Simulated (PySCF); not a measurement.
Electronic absorption of [C7H4BrO2]-

Compound: C₇H₄BrO₂ (charge -1).
SMILES: `O=C([O-])c1cccc(Br)c1`

The calculation used TDDFT B3LYP/def2-SVPD, vertical, gas phase, core orbitals frozen in the response (PySCF). Isolated species at its PBE0-D3(BJ)/def2-SVP geometry, gas phase. Relativistic effects, spin–orbit coupling among them, are left out although an element past zinc is present. Torsions of this conformer, `[O:1]=[C:2]([O-:3])[c:4]1[cH:5][cH:6][cH:7][c:8]([Br:9])[cH:10]1`: O1–C2–C4–C5 180°.

What does the calculation give for the low-lying excited states?

```tsv
state	E (eV)	E (hartree)	f	symmetry	main configurations (H = HOMO, L = LUMO)
S1	3.55	0.1303	0.0000	–	H→L+1 (98%)
S2	3.69	0.1357	0.0000	–	H-1→L+1 (98%)
S3	3.91	0.1438	0.0000	–	H→L (96%)
S4	3.92	0.1440	0.0001	–	H→L+2 (99%)
S5	4.00	0.1469	0.0000	–	H-1→L+2 (99%)
S6	4.09	0.1502	0.027	A′	H-1→L (95%)
```

The lowest singlet comes at 350 nm (342 kJ/mol) in the ultraviolet; it is dark (f under 0.0005); its leading configuration is HOMO→LUMO+1 (98%). The strongest level in the table is S6 at 4.09 eV (303 nm, f = 0.027). It is the last of those listed, so stronger ones may follow. S3/S4 lie within about 0.01 eV of each other. Löwdin shares by element: HOMO oxygen 88%, carbon 6% or more; LUMO bromine 71%, carbon 19% or more. Of the 6 states listed, 1 reaches f = 0.01 and 5 stay under 0.0005. The oscillator strengths of these states sum to 0.027; summed over the whole spectrum of an exact calculation they would give the number of electrons, 98 (Thomas–Reiche–Kuhn). Weighted by f, the mean energy of these states is 4.09 eV. No computed singlet lies in the visible range (380 to 750 nm); the lowest, at 350 nm, stands 0.28 eV above its violet end (3.26 eV). No detachment energy is given for this anion; states above it aren't bound, and a finite basis only mimics them. Symmetry labels in Cs follow from the direction of the transition dipole and are given only for states with f of 0.002 or more. Singlets were solved by full linear response.
